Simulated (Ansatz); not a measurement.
A nudged elastic band was laid between two geometries of C$_{2}$H$_{6}$ClNSi$_{2}$ (12 atoms, charge 0, multiplicity 1).

The calculation used Ansatz 0.2.0, RKS BLYP-D4/STO-3G.

```
movable images  : 7
climbing image  : yes
spring          : 5.0 eV/Å²
optimiser       : quadratic models (default)
start path      : IDPP
force threshold : 0.05 eV/Å
iteration limit : 53
end points      : relaxed
```

Image 0:

```xyz
12
Properties=species:S:1:pos:R:3
Si 0.069 -1.917 -0.447
C 0.602 -0.472 0.660
Si -0.418 1.100 0.460
Cl -2.424 0.825 1.094
C -0.065 2.430 -0.669
N 0.287 2.823 0.590
H 0.187 -1.522 -1.842
H 0.929 -3.063 -0.196
H -1.312 -2.271 -0.164
H 1.656 -0.204 0.449
H 0.560 -0.783 1.722
H 0.004 2.999 -1.622
```

Image 8:

```xyz
12
Properties=species:S:1:pos:R:3
Si 0.284 -1.776 -0.843
C 0.933 -0.300 0.157
Si -0.395 0.858 0.825
Cl -1.742 -0.148 2.120
C -0.930 2.374 0.062
N -0.127 2.679 1.125
H 1.409 -2.555 -1.337
H -0.556 -2.611 -0.001
H -0.496 -1.288 -1.969
H 1.608 0.314 -0.472
H 1.539 -0.667 1.007
H -1.450 3.063 -0.639
```

(1) What changes between the two ends?

(2) What energy profile does the band end with?

(3) What is the geometry of the highest image?

(4) What are the harmonic wavenumbers there?

Answers

(1) No bond is made or broken. The dihedral H8–Si1–C2–Si3 goes from -180 to -62°.

(2) It converged. The highest image is number 4 of 0 to 8, 1.2 kcal/mol above the ends, which have the same energy within 2 meV. A vibrational analysis at the climbing image gives one clearly imaginary mode, 115i cm⁻¹: a first-order saddle point. Limits of this set-up: minimal basis.

```csv
image,path coordinate (Å),energy (kcal/mol),dihedral H8–Si1–C2–Si3 (°)
0,0.00,0.0,-180
1,0.54,0.2,-166
2,1.09,0.6,-151
3,1.63,1.1,-136
4,2.17,1.2,-121
5,2.72,1.0,-106
6,3.27,0.6,-91
7,3.82,0.1,-76
8,4.37,0.0,-62
```

(3) 
```xyz
12
Properties=species:S:1:pos:R:3
Si 0.246 -1.840 -0.714
C 0.864 -0.363 0.317
Si -0.427 0.946 0.725
Cl -2.001 0.154 1.906
C -0.728 2.433 -0.205
N -0.035 2.759 0.926
H 0.980 -1.888 -1.969
H 0.466 -3.076 0.019
H -1.172 -1.705 -1.008
H 1.686 0.153 -0.216
H 1.292 -0.730 1.269
H -1.094 3.101 -1.015
```

(4) 115i, 35, 93, 171, 201, 245, 271, 484, 613, 640, 749, 779, 804, 825, 858, 929, 1045, 1086, 1092, 1178, 1207, 1251, 1453, 1608, 2573, 2629, 2633, 3237, 3263, 3339 cm⁻¹.

Time of the run: 2 min on 1 thread of Arm Neoverse V1 (shared host), peak memory 0.1 GiB.
